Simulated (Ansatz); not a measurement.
`[SiH3][GeH2][GeH2][SiH2][SiH2][GeH3]` → `[SiH3][GeH2][GeH2][SiH2][GeH3]` + `[SiH2]`  (silylene formation by 1,1-elimination)

Program: Ansatz. Geometries: PBE0-D4/def2-TZVP. ΔE: electronic, gas phase. CCSD(T)/CBS adds triple-zeta CCSD(T) − MP2 to the extrapolated MP2 energy (def2 sets, frozen cores). This one scheme is used for every species. Functionals use def2-TZVPP. HSE06 is defined as in plane-wave codes. For Ge outer-core shells are correlated without core-valence functions, which leaves a few kJ/mol of doubt a bond. Scalar relativity is left out up to krypton. One conformer a species, not always the lowest.

CCSD(T)/CBS gives +59.3 kcal/mol.

Another level gave +59.5 kcal/mol. Which?
A. revPBE/def2-TZVPP
B. CCSD(T)/def2-TZVPP
C. HSE06/def2-TZVPP
D. PBE/def2-TZVPP

D. PBE 59.5, HSE06 61.1, CCSD(T)/def2-TZVPP 57.6, revPBE 55.0 kcal/mol.

Largest T1 diagnostic among the species: 0.014.

The D4 term adds +5.3 kcal/mol with B3LYP and +3.0 kcal/mol with PBE0; it sums over pairs of atoms, weighted by their polarisabilities, and B3LYP, whose exchange is more repulsive, gets the larger term. From BLYP to BHLYP (50 % exact exchange), in def2-TZVPP and without D4, ΔE moves by +5.1 kcal/mol. In def2-TZVPP, CCSD(T) changes the Hartree–Fock value by +7.4 kcal/mol (the triples alone add +1.7 kcal/mol) and MP2 by +11.2 kcal/mol.

B3LYP here is the variant with VWN-RPA as its local correlation; programs differ in this.
